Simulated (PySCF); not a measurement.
# Field gradients at the hydrogen positions

Compound: SiEt(OEt)3, C₈H₂₀O₃Si.
Geometry (PBE0-D3(BJ)/def2-SVP, Å), atoms numbered from 1 in this order:
```xyz
32
C8H20O3Si angstrom
Si     0.0576   -0.0233    0.6551
C     -0.1639   -0.1409    2.4947
C      0.7219   -1.2029    3.1426
H     -1.2299   -0.3450    2.6985
H      0.0392    0.8571    2.9210
H      0.5885   -1.2395    4.2350
H      0.4938   -2.2021    2.7413
H      1.7862   -1.0060    2.9409
O      1.6176    0.2892    0.2098
C      2.1599    1.5307   -0.1767
C      2.0653    1.7402   -1.6727
H      1.6531    2.3617    0.3473
H      3.2152    1.5421    0.1450
H      2.5532    2.6826   -1.9671
H      2.5579    0.9146   -2.2091
H      1.0110    1.7822   -1.9834
O     -0.8382    1.2062   -0.0188
C     -2.2450    1.2626   -0.0093
C     -2.7267    2.1416   -1.1400
H     -2.6745    0.2476   -0.1098
H     -2.5988    1.6653    0.9591
H     -3.8246    2.2186   -1.1374
H     -2.3055    3.1536   -1.0444
H     -2.4078    1.7303   -2.1096
O     -0.3739   -1.4967    0.0426
C     -0.1344   -1.9279   -1.2782
C      0.2356   -3.3929   -1.2802
H     -1.0439   -1.7617   -1.8848
H      0.6748   -1.3325   -1.7386
H      0.3930   -3.7557   -2.3074
H      1.1611   -3.5548   -0.7074
H     -0.5620   -3.9925   -0.8163
```

Level: PBE0/pcSseg-1 (PySCF, non-relativistic); Q(2H) = 0.00286 b; rigid geometry, the same for H and D, with no vibrational averaging.

Question: Rank these positions by the coupling χzz of a deuteron there, largest first.
A. H28 (hydrogen on carbon)
B. H8 (hydrogen on carbon)
C. H20 (hydrogen on carbon)

Answer: B (194 kHz), A (184 kHz), C (180 kHz).

Question: Tabulate Vzz, the asymmetry η and χzz = 234.96 MHz × Q × Vzz for every hydrogen position.

Answer: 
| atom | bonded to | bond length (Å) | Vzz (au) | η | χzz (kHz) |
| --- | --- | --- | --- | --- | --- |
| H4 | C2 | 1.104 | 0.2897 | 0.04 | 195 |
| H5 | C2 | 1.104 | 0.2898 | 0.03 | 195 |
| H6 | C3 | 1.101 | 0.2927 | 0.02 | 197 |
| H7 | C3 | 1.101 | 0.2897 | 0.02 | 195 |
| H8 | C3 | 1.101 | 0.2893 | 0.03 | 194 |
| H12 | C10 | 1.105 | 0.2717 | 0.10 | 183 |
| H13 | C10 | 1.103 | 0.2778 | 0.06 | 187 |
| H14 | C11 | 1.101 | 0.2924 | 0.03 | 196 |
| H15 | C11 | 1.101 | 0.2918 | 0.02 | 196 |
| H16 | C11 | 1.100 | 0.2893 | 0.01 | 194 |
| H20 | C18 | 1.107 | 0.2681 | 0.08 | 180 |
| H21 | C18 | 1.107 | 0.2718 | 0.06 | 183 |
| H22 | C19 | 1.101 | 0.2922 | 0.03 | 196 |
| H23 | C19 | 1.100 | 0.2917 | 0.03 | 196 |
| H24 | C19 | 1.100 | 0.2918 | 0.03 | 196 |
| H28 | C26 | 1.106 | 0.2746 | 0.06 | 184 |
| H29 | C26 | 1.105 | 0.2698 | 0.09 | 181 |
| H30 | C27 | 1.101 | 0.2924 | 0.03 | 197 |
| H31 | C27 | 1.100 | 0.2914 | 0.02 | 196 |
| H32 | C27 | 1.100 | 0.2918 | 0.02 | 196 |

Geometry: PBE0-D3(BJ)/def2-SVP, one conformer, isolated molecule. The basis is small and wasn't made for field gradients, so the couplings can be 20 % off.
